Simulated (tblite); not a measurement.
C6H8NPS.
Cartesian coordinates in Å at the GFN2-xTB level; atoms count from 1:
```
atom  x, y, z in Å
C1    -2.5577    0.3060    0.9003
P2    -1.6997   -0.8494   -0.2292
S3    -2.4673   -1.0874   -1.9855
C4     0.0368   -0.2996   -0.1984
C5     0.7481   -0.0247   -1.3553
C6     2.0677    0.3787   -1.2212
C7     2.6043    0.4828    0.0524
C8     1.7980    0.1813    1.1429
N9     0.5408   -0.2013    1.0248
H10   -2.6612    1.2682    0.3968
H11   -3.5507   -0.0905    1.1123
H12   -1.9853    0.4176    1.8186
H13   -1.6116   -1.9856    0.5840
H14    0.2643   -0.1307   -2.3157
H15    2.6645    0.6059   -2.0924
H16    3.6275    0.7911    0.2004
H17    2.1747    0.2498    2.1552
```

Computed values, GFN2-xTB/tblite, gas phase, harmonic and unscaled. Errors from tens to a few hundred cm⁻¹ against measured bands are possible. Modes of hydrogen on phosphorus can be 10 to 20 % off. One conformer, not necessarily the lowest.

Harmonic wavenumbers (cm⁻¹): 30.5, 95.1, 108.4, 170.7, 187.2, 241.1, 262.1, 359.8, 387.3, 425.4, 592.5, 657.7, 688.4, 720.7, 730.9, 753.1, 785.1, 811.3, 883.2, 896.6, 919.3, 936.4, 949.2, 1000.1, 1082.3, 1105.7, 1147.4, 1161.6, 1237.9, 1293.3, 1294.1, 1394.9, 1403.2, 1417.7, 1422.5, 1559.7, 1569.8, 2214.8, 2984.4, 2992.1, 3015.4, 3059.4, 3074.4, 3083.3, 3100.0.

A = 2477, B = 782.7, C = 626.8 MHz; mass 157.012 u (most abundant isotopes); point group C1, symmetry number 1.

What is the zero-point energy?

½Σν̃ = 27103 cm⁻¹ = 77.49 kcal/mol.

Give the ideal-gas entropy at 200 K and 1 bar in the rigid-rotor, harmonic-oscillator model (classical rotation).

Translation 39.11, rotation 28.77, vibration 17.90: S = 85.8 cal/(mol K).

And Cp and H(200 K) − H(0)?

Cp = 26.93 cal/(mol K), of which vibrations give 18.98 (their classical limit is 45 R = 89.4); H(200 K) − H(0) = 3.50 kcal/mol without the zero-point energy, 1.91 from vibrations.

Which modes carry the vibrational entropy at 200 K?

30.5 cm⁻¹: 5.01; 95.1 cm⁻¹: 2.78; 108.4 cm⁻¹: 2.53; 170.7 cm⁻¹: 1.70; 187.2 cm⁻¹: 1.54; 241.1 cm⁻¹: 1.12 cal/(mol K); the other 39 give 3.22 together.

Blend soft modes into free rotors: weight 1/[1 + (100 cm⁻¹/ν̃)⁴] for the oscillator and the rest for a rotor with moment μB/(μ + B), μ = h/(8π²ν), B = 10⁻⁴⁴ kg m². What vibrational entropy results?

16.41 cal/(mol K) in place of 17.90, which changes −T·S at 200 K by +0.30 kcal/mol.

Hindered rotation and anharmonicity are outside this model. Other conformers, if any are populated, would add a mixing term that is left out. The structure is chiral; the term R ln 2 for an equal mix with its mirror image is left out.
